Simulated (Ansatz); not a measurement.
Abridged output of a molecular run in Ansatz:

```
Functional definition: HF
1258 factors; integrals over basis functions are off by at most 1.4e-3 eV
mean field evaluation 1: about -19633.1106 eV, gradient 3.9e1 eV
mean field evaluation 2: about -19633.2654 eV, gradient 3.9e1 eV
mean field evaluation 4: about -19636.7875 eV, gradient 3.3e0 eV
mean field evaluation 8: about -19636.8478 eV, gradient 2.5e-1 eV
mean field -19636.84822177 eV, -721.6408618163 hartree, gradient 3.6e-6 eV, S^2 0.000000; 0 other end points of the search recorded, 0 dependent functions left out
12 core orbitals not correlated: weight in the atoms' cores, before any rotation towards them, 1.000 or more for the frozen orbitals, at most 0.000 for the correlated occupied ones
reference -19636.84822177 eV, -721.6408618163 hartree; 11, 11 occupied and 193, 193 virtual orbitals, 1258 factors
second order -15.54884822 eV of doubles, -0.00000000 eV of singles
cycle   1  -16.26583622 eV  change   -7.2e-1 eV  update   8.9e-2
cycle   2  -16.69133340 eV  change   -4.3e-1 eV  update   2.7e-2
cycle   3  -16.77143577 eV  change   -8.0e-2 eV  update   1.5e-2
cycle   4  -16.76135081 eV  change    1.0e-2 eV  update   5.1e-3
cycle   5  -16.76119327 eV  change    1.6e-4 eV  update   2.6e-3
cycle   6  -16.76131384 eV  change   -1.2e-4 eV  update   7.8e-4
cycle   7  -16.76112912 eV  change    1.8e-4 eV  update   2.7e-4
cycle   8  -16.76119813 eV  change   -6.9e-5 eV  update   8.9e-5
cycle   9  -16.76121731 eV  change   -1.9e-5 eV  update   3.3e-5
cycle  10  -16.76120334 eV  change    1.4e-5 eV  update   1.2e-5
perturbative correction -0.69613155 eV, -0.0255823626 hartree
Total energy: -19654.30555667 eV, -722.2824070407 hartree
```

Its atoms:

```xyz
9

B     1.0147   -1.5539   -0.6884
S    -0.0421   -1.7871    0.7244
Al   -0.8672    0.2492    0.9931
N    -0.4157    1.5750   -0.0697
H     1.6148   -2.5072   -1.0824
H     1.1337   -0.4985   -1.2348
H    -1.8829    0.4920    2.1733
H    -0.7765    2.5099    0.0313
H     0.2213    1.5207   -0.8467
```

Task: Which basis set was used?
A. def2-QZVPP
B. cc-pV(Q+d)Z
C. def2-TZVPP
D. def2-SVPD

Result: C. It gives 216 functions.

Task: Write the keys of the input that set method, charge and spin (a neutral closed shell needs none for the last two).

Result: 
```yaml
correlation: {method: ccsd_t}
```
